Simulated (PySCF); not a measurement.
# A series of related molecules

Computed, not measured: PySCF, TDDFT BHandHLYP/def2-SVPD circular dichroism and optical rotation, one conformer, gas phase. Geometry: GFN2-xTB.

Each molecule in one low-energy conformer. The parent is F[SiH2][C@@H]1C[C@@H](O[SiH3])O1.

The molecule is flexible and this is one conformer; a measurement averages over conformers.

Question: How does the specific rotation at 589.3 nm (origin-invariant length gauge) change along this series?
- F[SiH2][C@@H]1C[C@@H](O[SiH3])O1 (base)
- F[SiH2][C@@H]1C[C@H](O[SiH3])O1 (diastereomer)

Answer: 
| molecule | [α]589 (deg dm⁻¹ (g/mL)⁻¹) | S1 (eV) | R(S1), velocity form (10⁻⁴⁰ esu² cm²) |
| --- | --- | --- | --- |
| F[SiH2][C@@H]1C[C@@H](O[SiH3])O1 | -40.6 | 6.93 | +3.1 |
| F[SiH2][C@@H]1C[C@H](O[SiH3])O1 | -43.0 | 6.71 | +3.0 |

The specific rotation at 589.3 nm (origin-invariant length gauge) is lowest for F[SiH2][C@@H]1C[C@H](O[SiH3])O1 and highest for F[SiH2][C@@H]1C[C@@H](O[SiH3])O1.
